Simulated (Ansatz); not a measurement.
Geometry optimisation, Ansatz, RHF/def2-SVP.

input.yaml

```yaml
crystal:
  periodic: [false, false, false]
  atoms:
    - { symbol: Sn, position_ang: [0.0, 0.0, 0.0] }
    - { symbol: H, position_ang: [0.0, 0.0, 2.09] }
    - { symbol: H, position_ang: [1.6408, 0.0, -0.5794] }
    - { symbol: O, position_ang: [-0.9232, 1.5994, -0.6527] }
    - { symbol: H, position_ang: [-1.881, 1.3686, -0.8751] }
    - { symbol: H, position_ang: [-0.8195, -1.4198, -0.5794] }
    - { symbol: O, position_ang: [0.8472, 1.9703, 0.7126] }
    - { symbol: H, position_ang: [1.6383, 1.7984, 1.3166] }
    - { symbol: H, position_ang: [0.4203, 0.9774, 1.9402] }
basis:
  gaussian: { orbitals: def2-SVP }
hamiltonian:
  xc: hf
relax:
  f_tol: 0.15
  max_steps: 25
  restrain:
    - { distance: [0, 6], at: 1.96, k: 30.0 }
    - { distance: [8, 1], at: 0.66, k: 30.0 }
    - { distance: [0, 1], at: 2.94, k: 30.0 }
    - { distance: [8, 6], at: 2.21, k: 30.0 }
```

Launched with:

```bash
$ ansatz run input.yaml --threads 1 --pin off --max-ram 2048MiB --backend cpu --events-out ev --progress --plain --runs-dir out
```

Where does it end, and by what steps?

The run converged. The restraints hold the end off the free minimum. After 18 steps the energy has fallen by 4.719 eV (the restraints' own energy left out); H6 moved furthest, 1.24 Å. Joined: H2–H9 (1.07 → 0.71 Å).

```
step  energy less start (eV)  largest force component (eV/Å)  accepted
   0                  0.0000                           5.363       yes
   1                 -1.0446                           3.868       yes
   2                 -1.7595                           2.577       yes
   3                 -2.9173                           2.514       yes
   4                 -3.5761                           1.777       yes
   5                 -4.0072                           1.000       yes
   6                 -4.2931                           1.270       yes
   7                 -4.4659                           1.453       yes
   8                 -4.5318                           1.757       yes
   9                 -4.5127                           1.801        no
  10                 -4.5680                           1.281       yes
  11                 -4.6011                           0.955       yes
  12                 -4.6362                           1.050       yes
  13                 -4.6662                           1.154       yes
  14                 -4.6879                           1.112       yes
  15                 -4.7119                           1.424       yes
  16                 -4.7376                           0.547        no
  17                 -4.7257                           0.929        no
  18                 -4.7188                           1.275       yes
```

```xyz
9
Properties=species:S:1:pos:R:3
Sn 0.476 0.268 -0.359
H -0.996 0.314 2.197
H 1.494 0.291 -1.721
O -1.122 1.242 -0.939
H -1.809 1.416 -0.313
H 0.085 -1.261 0.258
O 1.328 1.289 1.086
H 1.898 2.004 0.849
H -0.431 0.733 2.315
```

Run time: 40 s on 1 thread of Arm Neoverse V1, with other jobs on the host, peak memory 0.16 GiB.
